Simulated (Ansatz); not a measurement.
`O[SiH](F)[SiH2]F` + H₂Te → `O[SiH](F)[TeH]` + `F[SiH3]`  (cleavage of the Si–Si bond)

Gas-phase electronic energies from Ansatz, PBE0-D4/def2-TZVP geometries. CBS: MP2 limit from def2 TZ/QZ plus the TZ coupled-cluster correction, frozen cores. This one scheme is used for every species. Functionals use def2-TZVPP. HSE06 is defined as in plane-wave codes. Elements past krypton have def2 core potentials. For Te outer-core shells are correlated without core-valence functions, which leaves a few kJ/mol of doubt a bond. Each species was taken in one conformer, which may not be the lowest.

| level | ΔE (kJ/mol) | difference from CCSD(T)/CBS |
| --- | --- | --- |
| revPBE-D4 | -69.8 | 13.3 |
| r2SCAN0-D4 | -81.1 | 2.0 |
| BHLYP-D4 | -80.6 | 2.5 |
| CAM-B3LYP-D4 | -74.0 | 9.1 |
| PBE | -69.3 | 13.8 |
| BLYP | -69.8 | 13.3 |
| r2SCAN | -78.3 | 4.8 |
| r2SCANh | -79.5 | 3.6 |
| r2SCAN0 | -81.1 | 2.0 |
| HSE06 | -74.4 | 8.7 |
| MP2/def2-SVP | -85.7 | -2.6 |
| CCSD/def2-SVP | -75.7 | 7.4 |
| SCS-MP2/def2-TZVPP | -86.6 | -3.5 |
| HF/def2-QZVPP | -82.3 | 0.8 |
| SCS-MP2/def2-QZVPP | -89.4 | -6.3 |
| CCSD/CBS(def2) | -82.3 | 0.8 |
| CCSD(T)/CBS | -83.1 | 0 |

Largest T1 diagnostic among the species: 0.012.

At CCSD(T), def2-SVP lies +7.3 kJ/mol from the extrapolated value and def2-TZVPP +5.2 kJ/mol. From BLYP to BHLYP (50 % exact exchange), in def2-TZVPP and without D4, ΔE moves by −8.4 kJ/mol.
